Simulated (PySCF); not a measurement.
Q: What does the PBE0-D3(BJ)/def2-SVP structure of 5-chlorovaleronitrile, `N#CCCCCCl` look like in three dimensions?

A: 
```xyz
15
C5H8ClN angstrom
N      2.2914    1.1960    1.0701
C      1.9063    0.2077    0.6069
C      1.3843   -1.0151    0.0051
C      0.1166   -0.7796   -0.8182
C     -1.0494   -0.2629    0.0103
C     -2.3097   -0.0196   -0.7905
Cl    -2.9455   -1.5292   -1.5216
H      2.1765   -1.4532   -0.6224
H      1.1898   -1.7379    0.8150
H     -0.1674   -1.7298   -1.2957
H      0.3383   -0.0713   -1.6339
H     -1.2732   -0.9706    0.8264
H     -0.7730    0.6924    0.4909
H     -2.1346    0.6816   -1.6190
H     -3.1117    0.3834   -0.1583
```

Orientation and origin are arbitrary. Atoms count from 1 in this order. Of the pairs four or more bonds apart, C2···H13 is among the closest relative to their van der Waals radii: 2.73 Å, 94 % of the sum of Bondi's values. The 4 C–C bonds span 1.459 Å (C2–C3, drawn single) to 1.530 Å (C3–C4, drawn single), a spread of 0.071 Å.

Bonds between heavy atoms (Å): N1≡C2 1.157, C2–C3 1.459, C3–C4 1.530, C4–C5 1.521, C5–C6 1.513, C6–Cl7 1.794.

Computed with PBE0-D3(BJ)/def2-SVP geometry optimisation, gas phase (PySCF 2.14.0).

Point group: C1 (no symmetry element, even within 0.4 Å). PBE0-D3(BJ)/def2-SVP frequencies: not computed here. The numbers are those of one conformer (C2–C3–C4–C5 -63°, C3–C4–C5–C6 180°, C4–C5–C6–Cl7 63°).
